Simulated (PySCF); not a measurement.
CH₅AlO₂Se.

```xyz
10

Al     0.5315    -0.4293     0.0459
O      2.0070    -0.4837     0.8867
H      2.6798    -1.1678     0.8560
O     -0.0435    -1.5947    -1.0254
C      0.1840    -2.8152    -1.6539
H      0.1984    -2.6915    -2.7520
H      1.1453    -3.2786    -1.3574
H     -0.6205    -3.5334    -1.4127
Se    -0.8035     1.4064     0.4048
H      0.1944     1.9533     1.3388
```
Charge 0, spin multiplicity 1.

Coordinates come from a r2SCAN-D4/def2-SVP optimisation. Other conformers were not sampled.

All values below come from B3LYP/pcSseg-1 in PySCF. Non-relativistic, no solvent.

Computed absolute GIAO shielding of each atom: isotropic value and principal components (ppm):
| atom | σ(iso) | σ11 | σ22 | σ33 | span |
|---|---|---|---|---|---|
| Al1 | 435.7 | 383.0 | 419.7 | 504.5 | 121.6 |
| O2 | 304.5 | 271.3 | 287.4 | 354.9 | 83.6 |
| H3 | 29.7 | 21.4 | 22.9 | 44.8 | 23.4 |
| O4 | 308.7 | 270.2 | 317.4 | 338.5 | 68.3 |
| C5 | 123.7 | 93.5 | 99.5 | 178.2 | 84.6 |
| H6 | 27.4 | 23.0 | 24.9 | 34.3 | 11.3 |
| H7 | 27.4 | 22.8 | 25.2 | 34.2 | 11.3 |
| H8 | 27.4 | 23.0 | 24.9 | 34.3 | 11.3 |
| Se9 | 2338.2 | 2120.8 | 2177.6 | 2716.1 | 595.2 |
| H10 | 31.7 | 21.4 | 26.8 | 46.9 | 25.6 |
